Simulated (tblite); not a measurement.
C3H4FOPSi.
Numbering: `[F:1][c:2]1[cH:3][p:4][c:5]([SiH3:6])[o:7]1` (hydrogens: H8 on C3; H9, H10, H11 on Si6)

Computed with GFN2-xTB (tblite), gas phase: L-BFGS steps from a force-field or distance-geometry start until the largest atomic force falls under 0.01 eV/Å.

Step 16: E = -584.5520 eV
```
atom  x, y, z in Å  |  force x, y, z in eV/Å
F1      2.3975    1.8698   -0.2192    0.007  -0.020   0.000
C2      1.6639    0.7597   -0.1577   -0.026  -0.007  -0.001
C3      2.1010   -0.5195   -0.1898    0.021   0.035  -0.009
P4      0.7114   -1.6036   -0.0820   -0.021   0.019  -0.003
C5     -0.3074   -0.2145   -0.0037   -0.013  -0.016   0.008
Si6    -2.1826   -0.1220    0.1999    0.007  -0.007   0.002
O7      0.3608    0.9635   -0.0553   -0.012  -0.050   0.010
H8      3.1297   -0.8100   -0.2708    0.022   0.021  -0.003
H9     -2.5074   -0.5581    1.5617   -0.016   0.014  -0.035
H10    -2.7756   -1.0267   -0.7864    0.002   0.014   0.031
H11    -2.5858    1.2640   -0.0227    0.029  -0.004  -0.001
```

Step 17: E = -584.5522 eV
```
atom  x, y, z in Å  |  force x, y, z in eV/Å
F1      2.3968    1.8696   -0.2190    0.004  -0.030   0.000
C2      1.6635    0.7590   -0.1580   -0.035   0.000   0.000
C3      2.1003   -0.5202   -0.1915    0.027   0.038   0.001
P4      0.7103   -1.6046   -0.0824   -0.005   0.030  -0.005
C5     -0.3080   -0.2154   -0.0028   -0.010  -0.016   0.005
Si6    -2.1836   -0.1216    0.1999    0.033  -0.007  -0.001
O7      0.3605    0.9626   -0.0546   -0.022  -0.045   0.009
H8      3.1304   -0.8063   -0.2703    0.017   0.004  -0.008
H9     -2.5087   -0.5581    1.5604   -0.021   0.012  -0.017
H10    -2.7751   -1.0279   -0.7848   -0.006   0.010   0.019
H11    -2.5811    1.2654   -0.0230    0.019   0.003  -0.004
```

Q: Estimate the geometry and energy of step 18. (The exact step hangs on the optimiser's Hessian estimate; all steps are aligned on step 17, rigid shifts and turns removed.)

A: E = -584.5525 eV, largest force 0.043 eV/Å
```
atom  x, y, z in Å  |  force x, y, z in eV/Å
F1      2.3963    1.8688   -0.2188   -0.003  -0.028   0.000
C2      1.6626    0.7583   -0.1582   -0.033   0.007   0.002
C3      2.1001   -0.5203   -0.1929    0.021   0.024   0.009
P4      0.7096   -1.6051   -0.0829    0.020   0.022  -0.006
C5     -0.3088   -0.2165   -0.0018    0.000  -0.016   0.002
Si6    -2.1840   -0.1212    0.1999    0.043  -0.003  -0.003
O7      0.3597    0.9612   -0.0538   -0.027  -0.020   0.007
H8      3.1315   -0.8028   -0.2700    0.008  -0.008  -0.013
H9     -2.5103   -0.5578    1.5589   -0.026   0.009   0.003
H10    -2.7748   -1.0287   -0.7829   -0.015   0.005   0.006
H11    -2.5764    1.2668   -0.0233    0.012   0.008  -0.006
```

The energy changes by -0.0003 eV. The first-order estimate −F·Δx gives -0.0004 eV and the mean of the old and new forces, exact on a quadratic surface, -0.0003 eV. The step makes an angle of 65° with the force vector and moves no atom by more than 0.005 Å.
